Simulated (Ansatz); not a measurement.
## A rate constant, worked out

An elementary step of SiN2H4Cl2, closed shell (SiN₂H₄Cl₂ ([NH2][Si]([NH2])([Cl])[Cl]) → SiNHCl₂ ([NH][Si]([Cl])[Cl]) + NH₃ (still joined by a long Si–N bond); Si–N, N–H broken or loosened, N–H formed or tightened). The start structure is the reactant molecule, and the electronic barrier above it is 2.334 eV by CCSD(T) at an estimated basis limit (MP2 extrapolated from triple and quadruple zeta, plus CCSD(T) − MP2 in triple zeta). Computed with Ansatz 0.2.0 (basis: def2-TZVPP and def2-QZVPP); correlated methods freeze the cores. Extrapolation: Hartree–Fock as exp(−7.88 √X), correlation as X^−2.97. Harmonic wavenumbers at PBE0-D4/def2-TZVP (Ansatz 0.2.0), in cm⁻¹:

Start: 158, 187, 244, 263, 276, 285, 403, 405, 426, 490, 561, 832, 840, 895, 965, 1571, 1575, 3610, 3611, 3711, 3712.

Saddle: 1323i, 153, 185, 233, 266, 355, 403, 425, 554, 601, 731, 852, 870, 907, 1095, 1415, 1557, 1981, 3539, 3634, 3703.

Work out the transition-state-theory rate constant at 700 K from these numbers alone (harmonic vibrations; rotation, path degeneracy and anharmonicity left out), and the Wigner tunnelling factor. Use 1 cm⁻¹ = 1.2398 × 10⁻⁴ eV and k_B = 8.617 × 10⁻⁵ eV/K.

Zero-point energies, half the sums: start 25020/2 cm⁻¹ = 1.5510 eV; saddle, real modes only, 23459/2 cm⁻¹ = 1.4543 eV.
Barrier with zero-point energy: 2.334 + 1.4543 − 1.5510 = 2.2373 eV.
k_BT = 0.06032 eV, so the barrier is 37.09 k_BT.
Vibrational partition functions from the zero-point level, ln q = −Σ ln(1 − exp(−hν/k_BT)): start 9.196, saddle 7.816.
k = (k_BT/h) exp(ln q‡ − ln q) exp(−E0/k_BT), with log₁₀(k_BT/h in s⁻¹) = 13.16: log₁₀ k = 13.16 + (-1.380 − 37.09)/2.3026 = -3.55, so k ≈ 3 × 10^(-4) s⁻¹.
Wigner factor: 1 + (hν‡/k_BT)²/24 = 1 + (2.72)²/24 = 1.31. A change of 1 kcal/mol (0.043 eV) in the barrier would change k by a factor of 2.1 at this temperature.

The T1 diagnostic stays at or below 0.012.

Labels in which every atom is bracketed show which atoms are joined, not bond orders.

For scale, one of the runs: CCSD(T)/def2-TZVPP, 244 basis functions, launched by `ansatz run in.yaml --threads 4 --pin off --events-out ev --progress --plain --max-ram 9574MiB`. Hardware: 4 CPU threads of an Arm Neoverse V1, shared host. Wall time 2.4 min; peak host memory 4.6 GiB.
